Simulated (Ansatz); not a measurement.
Mean bond length (Å) of eight silicon and germanium compounds: PBE-D3(BJ) beside B3LYP-D3(BJ), computed with Ansatz (a first-principles code) for isolated molecules in the bases named; differences from unrounded values. The eight are the first of their class met in an unordered collection, after screening for sound electronic states; none was chosen by its value. Each level has its own optimised geometry.

```json
[
 {"molecule": "C₃H₇NSi, SMILES C#C[SiH2]CN", "basis": "def2-SVP", "B3LYP-D3(BJ)": "1.339"},
 {"molecule": "C₅H₆Si, SMILES C#C[SiH2]C#CC", "basis": "def2-SVP", "B3LYP-D3(BJ)": "1.356"},
 {"molecule": "CH₇FOSi₂, SMILES CO[Si@@H](F)[SiH3]", "basis": "def2-SVP", "B3LYP-D3(BJ)": "1.484"},
 {"molecule": "CH₁₂Si₅, SMILES [SiH3][Si]1([SiH3])[SiH2]C[SiH2]1", "basis": "def2-SVP", "B3LYP-D3(BJ)": "1.688"},
 {"molecule": "FGeH6NSi, SMILES F[SiH2][NH][GeH3]", "basis": "def2-SVP", "B3LYP-D3(BJ)": "1.535"},
 {"molecule": "germylsulfanylgermane (Ge2H6S), SMILES [GeH3][S][GeH3]", "basis": "def2-SVP", "B3LYP-D3(BJ)": "1.718"},
 {"molecule": "C2H8SSi, SMILES C[SiH](C)S", "basis": "def2-SVP", "B3LYP-D3(BJ)": "1.399"},
 {"molecule": "chlorosilylboronic acid (BClH₄O₂Si), SMILES OB(O)[SiH2]Cl", "basis": "def2-SVP", "B3LYP-D3(BJ)": "1.473"}
]
```

Problem. Estimate the PBE-D3(BJ) values and say how PBE-D3(BJ) differs from B3LYP-D3(BJ) over the set. (Estimate from the structure and the level; the computed values follow.)

Solution. 
```
molecule                                                   PBE-D3(BJ)  difference
---------------------------------------------------------  ----------  ----------
C₃H₇NSi, SMILES C#C[SiH2]CN                                     1.347       0.008
C₅H₆Si, SMILES C#C[SiH2]C#CC                                    1.364       0.008
CH₇FOSi₂, SMILES CO[Si@@H](F)[SiH3]                             1.494       0.010
CH₁₂Si₅, SMILES [SiH3][Si]1([SiH3])[SiH2]C[SiH2]1               1.697       0.009
FGeH6NSi, SMILES F[SiH2][NH][GeH3]                              1.545       0.010
germylsulfanylgermane (Ge2H6S), SMILES [GeH3][S][GeH3]          1.725       0.007
C2H8SSi, SMILES C[SiH](C)S                                      1.407       0.007
chlorosilylboronic acid (BClH₄O₂Si), SMILES OB(O)[SiH2]Cl       1.482       0.009
```
PBE-D3(BJ) lies below B3LYP-D3(BJ) in 0 and above it in 8 of the eight; the mean signed difference is 0.009 and the largest 0.010 Å.
